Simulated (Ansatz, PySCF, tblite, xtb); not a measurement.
Dissociation curve of Bi(Me)3, SMILES [CH3][Bi]([CH3])[CH3] (C3H9Bi). The C2–H13 bond (C2 also carries Bi, H, H; H13 carries nothing else) is pulled apart rigidly from the PBE0/def2-SVP, def2 effective core potentials past Kr optimised geometry.

Computed with: GFN2-xTB, 300 K electronic temperature (tblite); UHF/LANL2DZ = unrestricted Hartree-Fock/LANL2DZ, with its core potentials past Ne run with PySCF; GFN1-xTB (xtb); UKS-PBE0 = unrestricted PBE0/def2-SVP, def2 effective core potentials past Kr (Ansatz, a program for electronic structure).

Energies relative to the lowest point of each curve near equilibrium, in kcal/mol; the last columns give the difference from UKS-PBE0:

| R / Å | GFN2-xTB | UHF/LANL2DZ | GFN1-xTB | UKS-PBE0 | GFN2-xTB − UKS-PBE0 | UHF/LANL2DZ − UKS-PBE0 | GFN1-xTB − UKS-PBE0 |
|---|---|---|---|---|---|---|---|
| 0.90 | 18.9 | 21.0 | 20.0 | 23.5 | -4.6 | -2.5 | -3.5 |
| 0.96 | 7.2 | 8.4 | 7.8 | 10.1 | -2.9 | -1.7 | -2.3 |
| 1.03 | 1.0 | 1.3 | 1.2 | 2.2 | -1.2 | -0.9 | -0.9 |
| 1.06 | 0.0 | 0.2 | 0.2 | 0.7 | -0.6 | -0.5 | -0.5 |
| 1.10 | 0.0 | 0.0 | 0.0 | 0.0 | 0.0 | 0.0 | 0.0 |
| 1.13 | 0.7 | 0.7 | 0.6 | 0.3 | 0.3 | 0.4 | 0.3 |
| 1.17 | 2.4 | 2.5 | 2.2 | 1.7 | 0.6 | 0.8 | 0.5 |
| 1.25 | 7.6 | 8.4 | 7.5 | 6.8 | 0.8 | 1.7 | 0.7 |
| 1.32 | 13.5 | 15.3 | 13.7 | 12.9 | 0.6 | 2.4 | 0.8 |
| 1.45 | 25.9 | 30.0 | 27.2 | 26.4 | -0.6 | 3.6 | 0.8 |
| 1.61 | 42.1 | 49.5 | 45.1 | 44.3 | -2.1 | 5.2 | 0.8 |
| 1.80 | 60.6 | 68.3 | 65.5 | 64.5 | -4.0 | 3.8 | 0.9 |
| 2.02 | 79.4 | 79.5 | 86.4 | 85.2 | -5.9 | -5.8 | 1.2 |
| 2.33 | 100.1 | 86.1 | 109.6 | 101.9 | -1.8 | -15.8 | 7.6 |
| 2.67 | 115.7 | 88.7 | 126.7 | 109.0 | 6.8 | -20.3 | 17.8 |
| 3.21 | 128.9 | 89.7 | 141.3 | 112.2 | 16.6 | -22.5 | 29.1 |

GFN2-xTB is furthest from UKS-PBE0 at 3.21 (16.6 kcal/mol, above); its mean absolute difference over the points is 3.1 kcal/mol.

UHF/LANL2DZ is furthest from UKS-PBE0 at 3.21 (-22.5 kcal/mol, below); its mean absolute difference over the points is 5.5 kcal/mol.

GFN1-xTB is furthest from UKS-PBE0 at 3.21 (29.1 kcal/mol, above); its mean absolute difference over the points is 4.2 kcal/mol.

The unrestricted determinant behind UHF/LANL2DZ is spin-contaminated at 1.80 to 3.21 Å (<S²> up to 1.0, against 0.00 for a pure singlet). The unrestricted determinant behind UKS-PBE0 is spin-contaminated at 2.02 to 3.21 Å (<S²> up to 1.0, against 0.00 for a pure singlet).
